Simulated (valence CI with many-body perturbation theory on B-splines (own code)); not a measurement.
The numbers below are computed, except where a source is named.
# Fe4+: what the settings do

Method: relativistic CI+MBPT: four valence electrons over a frozen Dirac-Fock core [Ar], radial functions for each j: 6 s, 6 p, 5 d, 5 f, 1 g, with the one-electron correlation potential Σ1 (screened to all orders), the two-electron term Σ2, the three-electron term Σ3, Breit, model QED; selected single and double excitations, second order for the rest, scaled by the run's own slope (own B-spline code, finite nucleus).

Set against measurement, 21 paired levels are off by 464 cm⁻¹ on average, the worst by 1535. Only levels of the ground parity were solved; by the run's estimate the other parity begins above the list, which can be wrong where configurations are misplaced.

The reference run has the lowest level 3d4 5D_0 and an ionisation energy of 74.4055 eV. Its largest variational space holds 9336 state functions.

Changed runs:
A. shift of the energy in Σ1 (hartree) 0 → 0.711
B. scale of Σ1 1 → 0.9
C. logarithmic knot step 0.27 → 0.4; scale of Σ2 1 → 0.8
D. cutoff of virtual states (hartree) 1352 → 10.67 (bad on purpose)

Excitation energies of the reference run in cm⁻¹, and shifts in cm⁻¹:

```tsv
Level	Reference	A	B	C	D
3d4 5D_1	135	-0.2	-1.2	-3.3	-1.1
3d4 5D_2	403	-0.2	-3.4	-10	-7.0
3d4 5D_3	782	-0.1	-6.7	-18	-15
3d4 5D_4	1253	-0.1	-10	-28	-25
3d4 3H_4	23918	+55	-41	+189	+342
3d4 3H_5	24197	+54	-44	+183	+337
3d4 3H_6	24488	+54	-46	+177	+332
3d4 3P_0	24805	+63	-32	-64	-209
3d4 3P_1	25686	+63	-40	-81	-222
3d4 3F_2	26855	+63	-45	+48	-15
3d4 3F_3	26909	+63	-45	+61	-1.3
3d4 3F_4	27028	+63	-46	+63	-0.2
Ionisation energy (eV)	74.4055	+0.2813	-0.1774	-0.6836	-0.4128
```
